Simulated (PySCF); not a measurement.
C2H7FS2Si. Atoms are numbered in the order given.

```xyz
13

Si     0.0787     0.4943    -0.5062
F      0.4573     0.4813    -2.0885
S      1.2574    -0.8769     0.6216
C      2.7672     0.1388     0.9069
S     -1.9604    -0.1101    -0.3931
C     -2.2149     0.0849     1.4216
H      0.3490     1.8720    -0.0150
H      3.3772    -0.4055     1.6400
H      3.3418     0.2561    -0.0217
H      2.5113     1.1258     1.3171
H     -2.1282     1.1384     1.7234
H     -1.4988    -0.5275     1.9852
H     -3.2362    -0.2624     1.6263
```
Charge 0, spin multiplicity 1.

Geometry optimised at B3LYP-D3(BJ)/def2-SVP. Other conformers were not sampled.

Vertical ionisation energy (IE) and electron affinity (EA) in eV. Rows of orbital energies are one-electron estimates. Where ΔSCF, EOM or ADC give a negative EA the extra electron is unbound and the value depends on the basis.

```
level                                           IE    EA
--------------------------------------------  ----  ----
−ε(HOMO), −ε(LUMO), r2SCAN/def2-TZVP (PySCF)  6.25  0.90
−ε(HOMO), −ε(LUMO), PBE/def2-TZVP (PySCF)        …     …
```

### Question
What belongs in the gaps? (An estimate is asked for; the answer gives what the named calculation found.)

### Answer

- −ε(HOMO), −ε(LUMO), PBE/def2-TZVP (PySCF), IE: 5.98
- −ε(HOMO), −ε(LUMO), PBE/def2-TZVP (PySCF), EA: 1.19
